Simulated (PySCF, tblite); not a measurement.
Isomers of C8H13Cl, one GFN2-xTB conformer each. Single-point energies are computed at PBE0/pcSseg-1 (PySCF, gas phase, no added dispersion term), electronic only.

```
                 SMILES  GFN2-xTB relative energy (kcal/mol)
    C=C=C[C@@H](CCl)CCC                                 37.7
C=C[C@@H]1CCCC[C@@H]1Cl                                  0.0
```

Conformers: `[CH2:1]=[C:2]=[CH:3][C@@H:4]([CH2:5][Cl:6])[CH2:7][CH2:8][CH3:9]` with C2–C3–C4–C5 110°, C3–C4–C5–Cl6 61°, C3–C4–C7–C8 64°, C4–C7–C8–C9 180°; `[CH2:1]=[CH:2][C@@H:3]1[CH2:4][CH2:5][CH2:6][CH2:7][C@@H:8]1[Cl:9]` with C1–C2–C3–C4 -121°, C2–C3–C4–C5 178°, C3–C4–C5–C6 59°, C4–C5–C6–C7 -57°, C5–C6–C7–C8 56°.

What does PBE0/pcSseg-1 give for the same structures?

```tsv
SMILES	PBE0/pcSseg-1 E (Eh)	PBE0/pcSseg-1 (kcal/mol)	GFN2-xTB (kcal/mol)	point group
C=C[C@@H]1CCCC[C@@H]1Cl	-772.27932	0.0	0.0	C1
C=C=C[C@@H](CCl)CCC	-772.22616	33.4	37.7	C1
```

Both levels put the same isomer lowest. As drawn, the higher has cumulated double bonds, which the lower lacks.

Which frontier levels, dipoles and rotational constants go with these structures?

```json
{"SMILES": "C=C[C@@H]1CCCC[C@@H]1Cl", "HOMO (eV, PBE0/pcSseg-1)": "-7.52", "LUMO (eV)": "0.37", "dipole (D)": "1.99", "A, B, C (MHz)": "1769, 1195, 880.9"}
{"SMILES": "C=C=C[C@@H](CCl)CCC", "HOMO (eV, PBE0/pcSseg-1)": "-7.44", "LUMO (eV)": "0.37", "dipole (D)": "2.04", "A, B, C (MHz)": "1121, 1007, 582.5"}
```

What happens when harmonic zero-point energies from GFN2-xTB frequencies are added?

```tsv
SMILES	ZPE (kcal/mol)	electronic (kcal/mol)	with ZPE (kcal/mol)
C=C[C@@H]1CCCC[C@@H]1Cl	119.5	0.0	0.0
C=C=C[C@@H](CCl)CCC	116.3	33.4	30.2
```

The zero-point energies span 3.2 kcal/mol. The order is unchanged.
